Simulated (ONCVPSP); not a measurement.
Plane-wave convergence, ONCV potential for V (Z = 23)

```json
{"Element": "vanadium (V)", "Generator": "ONCVPSP 4.0.1", "Type": "optimised norm-conserving Vanderbilt (ONCV)", "Functional": "PBE", "Relativity": "scalar-relativistic", "Frozen core": "[Ne]", "Valence charge": "13", "Reference configuration": "3s2 3p6 3d3 4s1 (charge +1)", "Partial waves": "3s+4s: rc 1.25 bohr, ncon 4, nbas 8, qcut 11.6 1/bohr, 2 projectors; 3p: rc 1.45 bohr, ncon 4, nbas 9, qcut 9.8 1/bohr, 2 projectors, debl 2.8 Ha; 3d: rc 1.25 bohr, ncon 4, nbas 9, qcut 13.3 1/bohr, local", "Local potential": "the d channel", "Core correction": "polynomial model core, fcfact 0.4"}
```

**Question.** For each optimised wave give the share of its norm inside rc, the residual kinetic energy above qcut (Ha) and the cutoffs (Ha) for errors of 10, 1, 0.1 and 0.01 mHa per electron.

**Answer.**

```
         wave  norm inside rc  residual KE  10 mHa  1 mHa  0.1 mHa  0.01 mHa
           3s           0.822      3.4e-08    30.7   40.2     47.9      54.4
           4s           0.040      8.0e-09    21.8   33.5     43.0      50.9
           3p           0.859      3.9e-09    18.1   23.9     29.0      33.5
p projector 2           0.052      5.0e-08    14.6   20.4     25.6      29.6
           3d           0.529      1.4e-07    47.7   59.8     69.3      76.9
```

The occupied waves need 60 Ha and 69 Ha for 1 and 0.1 mHa. Note: ghosts flagged at negative energy: s at -411.4 eV, p at -886.5 eV; no localised positive-energy state flagged. A true bound ghost makes a file unfit for plane-wave use.
